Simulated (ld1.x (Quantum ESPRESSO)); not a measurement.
Which change was made? (Ta, TM semilocal)

```json
{"Element": "tantalum (Ta)", "Generator": "ld1.x (Quantum ESPRESSO) 7.5", "Type": "norm-conserving Troullier–Martins (semilocal form)", "Functional": "PBE", "Relativity": "scalar-relativistic", "Frozen core": "[Xe] 4f14", "Valence charge": "5", "Reference configuration": "5d3 6s1 6p0 (charge +1)", "Partial waves": "6s (bound): rc 2.15 bohr; 6p (bound, empty): rc 3.05 bohr; 5d (bound): rc 2.50 bohr; 5f channel at 0.45 Ry: rc 2.85 bohr", "Local potential": "the f channel", "Core correction": "Bessel-smoothed model core inside 1.65 bohr"}
```

Cutoffs, loose and tight: the cutoffs (Ry, on a coarse ladder) from which the occupation-weighted sum of valence levels, in a spherical-Bessel basis at the reference potential, stays within 10 and 1 mRy of its value at 400 Ry. They do not see the model core or the augmentation charge, which bear on the density cutoff. Test errors are all-electron minus pseudo excitation energies from the reference, over the configurations 5d3 6s2 6p0; 5d3 6s0 6p0; 5d2 6s0 6p0; 5d4 6s1 6p0; 5d2 6s2 6p1; 5d3 6s1 6p1; 5d4 6s0 6p0; variants that change the core or the reference have their own tests. The largest error is taken over the tests solved by every variant that gives reliable tests at all, those not shown here included: 5d2 6s0 6p0; 5d3 6s0 6p0; 5d3 6s1 6p1; 5d3 6s2 6p0; 5d4 6s0 6p0; 5d4 6s1 6p0.

The base gives: outcome: generated; cutoff, loose: 25 Ry; cutoff, tight: 35 Ry; bound ghosts: none; largest test error (meV): -186.

Problem. After one change the result is: outcome: generated; cutoff, loose: 18 Ry; cutoff, tight: 25 Ry; bound ghosts: none; largest test error (meV): -166. Which change was it?
A. all radii but the core radius scaled by about 1.28 (s 2.76, p 3.92, d 3.20, f 3.66 bohr)
B. all radii but the core radius scaled by about 1.09 (s 2.34, p 3.34, d 2.74, f 3.12 bohr)
C. all radii but the core radius scaled by about 0.77 (s 1.64, p 2.34, d 1.92, f 2.18 bohr)
D. all radii but the core radius scaled by about 0.93 (s 2.00, p 2.82, d 2.32, f 2.64 bohr)

Solution. A. The others give: all radii but the core radius scaled by about 1.09 (s 2.34, p 3.34, d 2.74, f 3.12 bohr) → outcome: generated; cutoff, loose: 21 Ry; cutoff, tight: 30 Ry; bound ghosts: none; largest test error (meV): -174 | all radii but the core radius scaled by about 0.93 (s 2.00, p 2.82, d 2.32, f 2.64 bohr) → outcome: generated; cutoff, loose: 30 Ry; cutoff, tight: 50 Ry; bound ghosts: none; largest test error (meV): -200 | all radii but the core radius scaled by about 0.77 (s 1.64, p 2.34, d 1.92, f 2.18 bohr) → outcome: generated; cutoff, loose: 45 Ry; cutoff, tight: 180 Ry; bound ghosts: s; largest test error (meV): -256.
